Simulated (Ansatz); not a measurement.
**Question.** Name a neutral molecule of C, F, Ge and H with LUMO energy (PBE0/def2-TZVPP) between -0.35 and -0.05 eV and ideal-gas entropy at 298 K and 1 bar (rigid rotor, harmonic PBE0-D4/def2-TZVP) between 331 and 347 J/(mol·K) (Ansatz, PBE0-D4/def2-TZVP geometry).

**Answer.** `[CH3][Ge]([F])([F])[F]` (-0.16 eV, 337 J/(mol·K)). Other molecules can fit too; these were computed, each in one conformer that needn't be the lowest.
